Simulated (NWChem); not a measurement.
# MgSiH₄O; SMILES [MgH][O][SiH3]

```xyz
7

Mg     0.0075     1.9359     0.0063
H      0.0175     3.6313     0.0138
O     -0.0024     0.1311    -0.0011
Si    -0.0005    -1.5010    -0.0008
H     -1.0742    -2.0587    -0.8784
H     -0.2228    -2.0573     1.3687
H      1.2976    -2.0558    -0.4922
```
Atoms are numbered in this order, from 1.

Results from NWChem. Geometry: optimised at B3LYP/6-31G* (spherical d). GIAO values for the isolated, static molecule; σ is the absolute isotropic shielding, δ = σ(reference) − σ with the isolated reference molecule computed at the same levels (1H: tetramethylsilane, 17O: water, 29Si: tetramethylsilane).

For level PBE/pcSseg-1:

- σ Mg1 (ppm) = 504.3
- δ O3 (ppm) = 2.3
- δ Si4 (ppm) = -50.6

**Question.** What are these values for level KT2/pcSseg-1?

**Answer.** The σ Mg1 (ppm) comes out as 515.1, the δ O3 (ppm) is -3.3 and the δ Si4 (ppm) comes out as -46.2.
